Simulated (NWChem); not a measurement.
System: Si2BiH6F; SMILES [F][Bi]([SiH3])[SiH3]

Results from NWChem. All runs use the structure optimised with PBE0/def2-SVP. Not confirmed as a minimum by frequencies. def2 effective core potentials on Bi; no spin-orbit coupling. Level MN15/def2-SVP: energy and gradient on several grids; changes count from the extra-fine grid, which is no exact limit either.

```json
[
 {"grid": "xcoarse", "size of the energy change (μHa)": "40000", "largest change of a gradient component (μHa/bohr)": "2000", "time, medium = 1 (rough)": "about 1"},
 {"grid": "coarse", "size of the energy change (μHa)": "1000", "largest change of a gradient component (μHa/bohr)": "300", "time, medium = 1 (rough)": "about 1"},
 {"grid": "medium", "size of the energy change (μHa)": "< 10", "largest change of a gradient component (μHa/bohr)": "80", "time, medium = 1 (rough)": "about 1"},
 {"grid": "fine", "size of the energy change (μHa)": "< 10", "largest change of a gradient component (μHa/bohr)": "< 30", "time, medium = 1 (rough)": "about 1"},
 {"grid": "xfine", "size of the energy change (μHa)": "< 10", "largest change of a gradient component (μHa/bohr)": "< 30", "time, medium = 1 (rough)": "2"}
]
```
